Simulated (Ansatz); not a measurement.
A run for Ansatz (an electronic-structure program): R-wB97X-V/def2-TZVPPD on C2H9GaO (a complex). Files ending in .json are basis or fitting sets from the Basis Set Exchange.

Ansatz 0.2 input:
```yaml
crystal:
  periodic: [false, false, false]
  atoms:
    - {symbol: Ga, position_ang: [0.71687756, 0.24025665, 0.98543529]}
    - {symbol: H, position_ang: [1.97811339, -0.69683151, 1.11975860]}
    - {symbol: H, position_ang: [-0.60866573, -0.37568660, 0.37690629]}
    - {symbol: H, position_ang: [0.90053443, 1.80568383, 0.93432873]}
    - {symbol: C, position_ang: [-0.97844503, 0.99296189, 3.41820847]}
    - {symbol: O, position_ang: [0.10176944, 0.12893269, 3.05646030]}
    - {symbol: C, position_ang: [-0.04228860, -1.19450103, 3.57803282]}
    - {symbol: H, position_ang: [-1.04813825, 1.05389393, 4.50625392]}
    - {symbol: H, position_ang: [-1.91970962, 0.62124796, 3.00450067]}
    - {symbol: H, position_ang: [-0.75417480, 1.97198554, 3.00400007]}
    - {symbol: H, position_ang: [-0.10292729, -1.15262050, 4.66751995]}
    - {symbol: H, position_ang: [0.83930865, -1.75265539, 3.27534267]}
    - {symbol: H, position_ang: [-0.93984253, -1.66911819, 3.17253490]}
basis:
  gaussian:
    orbitals: def2-TZVPPD.json
hamiltonian:
  xc: {name: wB97X-V}
scf: {lower_state_search: off}
```

Problem. Predict the final total energy.

Solution. -2081.5107 hartree.

Problem. How many basis functions does it have, and what does it roughly cost on one machine?

Solution. 321 functions; roughly 13 core-seconds.
